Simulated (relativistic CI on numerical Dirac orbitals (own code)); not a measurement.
**Sensitivity of the levels of Pr⁴⁺ to α and to the nuclear radius**

Method of calculation: Dirac-Coulomb-Breit CI, KLI orbitals optimised for each configuration, valence Slater integrals scaled by 0.85, P86 correlation energy added to each configuration, derivatives by finite differences, QED left out (own radial code, finite nucleus).

Configuration list (outside the closed core [Kr] 4d10): 4f5s²5p⁶, 5s²5p⁶5d, 4f5s²5p⁵5d, 4f²5s²5p⁵, 5s²5p⁶6s, 5s²5p⁶6p, 4f5s²5p⁵5f, 4f5s5p⁶5d. Levels of other configurations are missing.

With x = (α/α₀)² − 1 an excitation energy changes as ω = ω₀ + qx; K = 2q/ω₀ is the relative enhancement. Terms are leading LS components, so labels can repeat. The field-shift factor is F = δν/δ⟨r²⟩ for the transition from the lowest level.

Lowest level 4f5s²5p⁶ ²F°5/2.

```tsv
Level	ω₀ (cm⁻¹)	q (cm⁻¹)	K	F (GHz/fm²)
4f5s²5p⁶ ²F°7/2	2872.1	2498	1.74	0.12
4f²5s²5p⁵ ⁴G°5/2	100540.1	28390	0.565	-5.87
4f²5s²5p⁵ ⁴G°7/2	102643.1	29860	0.582	-5.84
4f²5s²5p⁵ ⁴G°9/2	105204.5	31500	0.599	-5.78
4f²5s²5p⁵ ⁴G°11/2	108297.7	33220	0.613	-5.74
4f²5s²5p⁵ ⁴I°13/2	109577.6	29940	0.546	-5.64
4f²5s²5p⁵ ⁴I°11/2	109676.9	28620	0.522	-5.77
4f²5s²5p⁵ ⁴I°15/2	109919.2	31240	0.568	-5.51
4f²5s²5p⁵ ⁴D°3/2	112041.5	28640	0.511	-5.67
5s²5p⁶5d ²D3/2	112134.0	-28990	-0.517	8.96
4f²5s²5p⁵ ⁴D°5/2	112238.7	28860	0.514	-5.62
4f²5s²5p⁵ ⁴D°7/2	112701.6	28830	0.512	-5.62
4f²5s²5p⁵ ⁴D°1/2	112734.3	29440	0.522	-5.71
```

At this charge configurations can still be misplaced by up to about 7 % of their energy. Levels and lines within the n = 5 or 6 shells can be off by up to 10 % or somewhat more, and those that change n by about 2 %, since core polarisation is missing. Levels that differ in their count of f electrons can be misplaced by several ten thousand cm⁻¹, since the correlation energy of f electrons is missing or only estimated; rates across such gaps can be off by orders of magnitude.
